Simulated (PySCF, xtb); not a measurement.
anisole (C7H8O), SMILES COc1ccccc1.

Coordinates come from a r2SCAN-D4/def2-SVP optimisation. The values are those of a single conformer.

Level of theory: C-PCM-B3LYP/def2-SVP (PySCF 2.14.0).

The values are the electrostatic part of the solvation free energy, E(continuum) − E(gas) at the gas-phase geometry, in a cavity of scaled van der Waals radii (PySCF's table); cavitation and dispersion terms are not included. In vacuum the orbital gap is 5.86 eV. The dipole moment in vacuum is 1.35 D.

Task: Estimate the values in water (ε = 78.36), ethylethanoate (ε = 5.99), dimethylsulfoxide (ε = 46.83). (An estimate is asked for; the answer gives what the named calculation found.)

Result: 
```csv
solvent,ε,ΔG(elec) (kcal/mol),dipole (D),gap (eV)
water,78.36,-3.7,1.80,5.85
ethylethanoate,5.99,-3.1,1.71,5.85
dimethylsulfoxide,46.83,-3.7,1.79,5.85
```

For comparison, GFN2-xTB/ALPB(water) (xtb, at the GFN2-xTB geometry, all terms of that model) gives -1.5 kcal/mol.
